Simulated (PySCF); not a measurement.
**Frontier levels across methods**

Compound: CH₂B₂F₄O.
Geometry (PBE0-D3(BJ)/def2-SVP, Å), atoms numbered from 1 in this order:
```xyz
10
CH2B2F4O angstrom
F     -0.347   -1.442    0.068
C     -1.400   -0.577   -0.069
O     -0.974    0.729   -0.140
B      0.320    1.132   -0.079
F      0.498    2.441   -0.193
B      1.619    0.031    0.135
F      2.052   -0.307    1.337
F      2.269   -0.492   -0.890
H     -2.056   -0.699    0.807
H     -1.932   -0.837   -0.998
```

Basis pcSseg-1 throughout (PySCF), one geometry. Geometry: PBE0-D3(BJ)/def2-SVP, one conformer, isolated molecule.

Question: How do the orbital energies, the gap and the dipole change with the method?

Answer: 
| method | kind | HOMO (eV) | LUMO (eV) | gap (eV) | μ (D) | SCF cycles |
| --- | --- | --- | --- | --- | --- | --- |
| BLYP | GGA | -7.52 | -1.11 | 6.41 | 2.76 | 15 |
| KT2 | GGA | -7.80 | -1.31 | 6.50 | 2.77 | 16 |
| B97-2 | global hybrid | -9.05 | -0.31 | 8.74 | 2.82 | 13 |
| CAM-B3LYP | range-separated hybrid | -10.81 | 0.83 | 11.64 | 2.85 | 13 |
| wB97X-D | range-separated hybrid | -11.29 | 1.63 | 12.92 | 2.85 | 14 |
| LC-wPBE | range-separated hybrid | -12.11 | 2.12 | 14.23 | 2.82 | 13 |
| HF | Hartree–Fock | -13.47 | 3.33 | 16.81 | 2.96 | 10 |

The HOMO spans 5.95 eV, from BLYP down to HF, and the gap runs from 6.41 eV (BLYP) to 16.81 eV (HF). Over the methods BLYP (0 %), KT2 (0 %), B97-2 (21 %), HF (100 %), a straight line through the gap against the share of exact exchange rises by 1.03 eV for each 10 % (correlation coefficient 1.000). The dipole ranges from 2.76 D (BLYP) to 2.96 D (HF). This basis has no diffuse functions.
